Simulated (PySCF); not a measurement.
Cartesian coordinates in Å; atom numbers follow the order of the lines, from 1:
```xyz
16

C    -2.3344    0.6813   -0.5764
C    -1.5410   -0.4638   -0.0029
O    -2.0638   -1.4925    0.3564
C    -0.0633   -0.2739    0.1050
C     0.6996   -1.3169    0.6311
C     2.0707   -1.1550    0.7369
N     2.7004   -0.0547    0.3618
C     1.9809    0.9351   -0.1367
C     0.6035    0.8850   -0.2886
H    -3.3874    0.4127   -0.5976
H    -1.9970    0.8996   -1.5876
H    -2.2011    1.5711    0.0355
H     0.2092   -2.2255    0.9444
H     2.6975   -1.9395    1.1392
H     2.5395    1.8148   -0.4291
H     0.0791    1.7310   -0.7029
```

PySCF calculation with σ from GIAO-PBE0/pcSseg-1 and structure optimised with GFN2-xTB; non-relativistic, equivalent nuclei averaged, no solvent model, single conformer.

List the cross peaks expected in HSQC, COSY and HMBC spectra.

Results:



HSQC (one-bond C–H):
```tsv
δH	δC
9.23 (H14/H15)	157.2 (C6/C8)
7.94 (H13/H16)	126.4 (C5/C9)
2.71 (H10/H11/H12)	28.9 (C1)
```

COSY cross peaks (H two or three bonds apart, from the bond graph; peaks can be absent where the dihedral angle is near 90°):
```tsv
δH	δH
9.23 (H14/H15)	7.94 (H13/H16)
```

HMBC (two and three bonds, from the bond graph):
```tsv
δH	δC
9.23 (H14/H15)	157.2 (C6/C8), 145.3 (C4), 126.4 (C5/C9)
7.94 (H13/H16)	201.5 (C2), 157.2 (C6/C8), 145.3 (C4), 126.4 (C5/C9)
2.71 (H10/H11/H12)	201.5 (C2), 145.3 (C4)
```

Chemical shifts δ = σref − σ; TMS for ¹H (31.72 ppm) and ¹³C (186.93 ppm), all at this level.

Short H···H contacts in this conformer between protons four or more bonds apart (candidates for NOE cross peaks, intensity ∝ r⁻⁶): H12···H16 2.40 Å.

Shifts are as computed. Against solution values, carbons near 30 ppm lie about +3 ppm off and those near 130 ppm about +5 ppm. Of 1211 compounds with measured shifts, 218 miss one by over three times the rms of a fit or turn the order of signals round; such compounds aren't used in these exercises.
